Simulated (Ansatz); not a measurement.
`CC[SiH2][SeH]` → H₂Se + `CC[SiH]`  (silylene formation by 1,1-elimination)

Gas-phase electronic energies from Ansatz, PBE0-D4/def2-TZVP geometries. CBS: MP2 limit from def2 TZ/QZ plus the TZ coupled-cluster correction, frozen cores. Functionals use def2-TZVPP. B3LYP here is the variant with VWN-RPA as its local correlation; programs differ in this. For Se outer-core shells are correlated without core-valence functions, which leaves a few kJ/mol of doubt a bond. Scalar relativity is left out up to krypton. One conformer a species, not always the lowest.

| level | ΔE (kJ/mol) | difference from CCSD(T)/CBS |
| --- | --- | --- |
| PBE-D4 | 301.4 | -2.5 |
| PBE0-D4 | 313.3 | 9.4 |
| B3LYP-D4 | 294.7 | -9.2 |
| ωB97X-V | 310.4 | 6.5 |
| ωB97M-V | 296.3 | -7.6 |
| B3LYP | 279.9 | -24.0 |
| MP2/def2-TZVPP | 317.9 | 14.0 |
| CCSD/def2-TZVPP | 291.2 | -12.7 |
| MP2/def2-QZVPP | 323.1 | 19.2 |
| HF/CBS(def2) | 285.9 | -18.0 |
| CCSD(T)/CBS | 303.9 | 0 |

Largest T1 diagnostic among the species: 0.012.

The D4 term adds +14.8 kJ/mol with B3LYP and +8.3 kJ/mol with PBE0; it sums over pairs of atoms, weighted by their polarisabilities, and B3LYP, whose exchange is more repulsive, gets the larger term. In def2-TZVPP, CCSD(T) changes the Hartree–Fock value by +8.5 kJ/mol (the triples alone add +3.5 kJ/mol) and MP2 by +31.7 kJ/mol. From PBE to PBE0 (25 % exact exchange), in def2-TZVPP and without D4, ΔE moves by +13.0 kJ/mol.
